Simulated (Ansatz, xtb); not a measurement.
# C4H5FN2: which of two isomers lies lower

Structure a is `Nc1c[nH]c(F)c1`, a singlet and structure b is `Nc1c[nH]cc1F`, a singlet. Both are isolated molecules in the gas phase, relaxed with r2SCAN-D4/def2-SVP; the shapes shown needn't be the lowest conformers.

a (Å):

```yaml
atoms:
  - { symbol: C, position_ang: [-0.4346, -0.0474, -0.1215] }
  - { symbol: C, position_ang: [-1.4873, 0.6087, 0.5001] }
  - { symbol: C, position_ang: [-0.5335, 2.0433, -0.9192] }
  - { symbol: C, position_ang: [0.1797, 0.8714, -1.0378] }
  - { symbol: F, position_ang: [-0.3836, 3.2034, -1.5488] }
  - { symbol: N, position_ang: [0.0267, -1.3412, 0.1362] }
  - { symbol: N, position_ang: [-1.5235, 1.9084, -0.0049] }
  - { symbol: H, position_ang: [0.3889, -1.8017, -0.6940] }
  - { symbol: H, position_ang: [-0.6745, -1.9335, 0.5712] }
  - { symbol: H, position_ang: [-2.1882, 0.2795, 1.2632] }
  - { symbol: H, position_ang: [-2.1879, 2.6302, 0.2396] }
  - { symbol: H, position_ang: [1.0388, 0.6995, -1.6825] }
```

b (Å):

```xyz
12

C    -0.5134    0.0144    0.0575
C    -1.4791    0.9073    0.5113
C    -0.7471    1.7062   -1.4757
C    -0.0705    0.5353   -1.1890
F     0.8799   -0.0433   -1.9388
N    -0.0883   -1.1935    0.6168
N    -1.6000    1.9155   -0.4236
H     0.8193   -1.4737    0.2542
H    -0.0586   -1.1783    1.6320
H    -2.0866    0.8907    1.4135
H    -2.2356    2.6966   -0.3461
H    -0.6735    2.3819   -2.3238
```

Q: Estimate E(b) − E(a) at the level CCSD(T)/def2-SVP + ΔMP2/def2-TZVPP.

A: CCSD(T)/def2-SVP + ΔMP2/def2-TZVPP gives E(b) − E(a) = +5.31 kJ/mol, slightly favouring structure a, which is too small a margin to settle the true order.

The same difference at several levels:

```tsv
level	geometry	E(b) − E(a) (kJ/mol)	departure from the last row (kJ/mol)	job, with rough time for the two
GFN2-xTB	GFN2-xTB	+7.42	+2.11	optimisation, 0.48 s
HF/STO-3G	GFN2-xTB	+12.59	+7.28	single point, 1.5 s
r2SCAN-D4/def2-SVP//GFN2-xTB	GFN2-xTB	+7.86	+2.55	single point, 11 s
r2SCAN-D4/def2-SVP	r2SCAN-D4/def2-SVP	+8.09	+2.78	optimisation, 2 min
HF/def2-SVP	r2SCAN-D4/def2-SVP	+13.85	+8.54	part of the CCSD(T) run
MP2/def2-SVP	r2SCAN-D4/def2-SVP	+7.58	+2.27	part of the CCSD(T) run
CCSD(T)/def2-SVP	r2SCAN-D4/def2-SVP	+7.98	+2.67	single point
CCSD(T)/def2-SVP + ΔMP2/def2-TZVPP	r2SCAN-D4/def2-SVP	+5.31		single point, 2.6 min
```

As drawn, both hold the same kinds of bond in the same numbers.

The largest departure from CCSD(T)/def2-SVP + ΔMP2/def2-TZVPP is that of HF/def2-SVP, 8.54 kJ/mol. The last row adds to CCSD(T) the change of the MP2 difference between the two basis sets, here −2.67 kJ/mol.

With thermal terms from frequencies at re-optimised GFN2-xTB minima (ideal gas, soft modes damped towards free rotors, one conformer each, 298.15 K, 1 atm): on the last row, ΔE + ΔZPE = +5.44, ΔH = +5.46, ΔG = +5.36 kJ/mol.

The correlated steps freeze 7 core orbitals. Programs: Ansatz 0.2.0, xtb 6.7.1; the last row on 2 threads of Intel(R) Xeon(R) Processor @ 2.50GHz (Skylake/Cascade Lake) on a shared host.
